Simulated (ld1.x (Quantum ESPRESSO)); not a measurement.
# u(r) = r·R(r): atom against pseudo-atom (carbon)

Columns: radius, all-electron u(r) and pseudo u(r) of the 2p shell (level -16.91 eV) of carbon in the configuration [He] 2s2 2p1; PBEsol, scalar-relativistic, TM scheme, ld1.x (Quantum ESPRESSO) 7.5.

```json
{"r (bohr)": "0.118", "all-electron": "0.0726", "pseudo": "0.0251"}
{"r (bohr)": "0.235", "all-electron": "0.2121", "pseudo": "0.0965"}
{"r (bohr)": "0.353", "all-electron": "0.3598", "pseudo": "0.2060"}
{"r (bohr)": "0.470", "all-electron": "0.4891", "pseudo": "0.3382"}
{"r (bohr)": "0.588", "all-electron": "0.5945", "pseudo": "0.4785"}
{"r (bohr)": "0.705", "all-electron": "0.6743", "pseudo": "0.6082"}
{"r (bohr)": "0.822", "all-electron": "0.7302", "pseudo": "0.7149"}
{"r (bohr)": "0.940", "all-electron": "0.7645", "pseudo": "0.7905"}
{"r (bohr)": "1.058", "all-electron": "0.7798", "pseudo": "0.8315"}
{"r (bohr)": "1.175", "all-electron": "0.7795", "pseudo": "0.8406"}
{"r (bohr)": "1.292", "all-electron": "0.7670", "pseudo": "0.8249"}
{"r (bohr)": "1.410", "all-electron": "0.7450", "pseudo": "0.7918"}
{"r (bohr)": "1.528", "all-electron": "0.7159", "pseudo": "0.7488"}
{"r (bohr)": "1.645", "all-electron": "0.6821", "pseudo": "0.7022"}
{"r (bohr)": "1.763", "all-electron": "0.6449", "pseudo": "0.6552"}
{"r (bohr)": "1.880", "all-electron": "0.6061", "pseudo": "0.6104"}
{"r (bohr)": "1.998", "all-electron": "0.5662", "pseudo": "0.5675"}
{"r (bohr)": "2.115", "all-electron": "0.5268", "pseudo": "0.5270"}
{"r (bohr)": "2.232", "all-electron": "0.4881", "pseudo": "0.4881"}
{"r (bohr)": "2.350", "all-electron": "0.4503", "pseudo": "0.4503"}
{"r (bohr)": "2.468", "all-electron": "0.4142", "pseudo": "0.4142"}
{"r (bohr)": "2.585", "all-electron": "0.3803", "pseudo": "0.3803"}
{"r (bohr)": "2.702", "all-electron": "0.3483", "pseudo": "0.3483"}
{"r (bohr)": "2.820", "all-electron": "0.3181", "pseudo": "0.3181"}
{"r (bohr)": "2.938", "all-electron": "0.2900", "pseudo": "0.2900"}
{"r (bohr)": "3.055", "all-electron": "0.2642", "pseudo": "0.2642"}
```

(1) How many radial nodes do the two functions have?

(2) At about which radius was the pseudo-wave matched?

(3) Is the pseudo-wave norm-conserving?

## Answers

(1) The all-electron 2p function has n − l − 1 = 0; the pseudo-wave has 0.

(2) 2.35 bohr. The columns agree to 0.0005 from 2.12 bohr on; several derivatives are matched, so the curves merge somewhat inside the radius.

(3) Yes: the TM scheme keeps the norm inside the radius equal to the all-electron one, which fixes the energy derivative of the logarithmic derivative at the level.
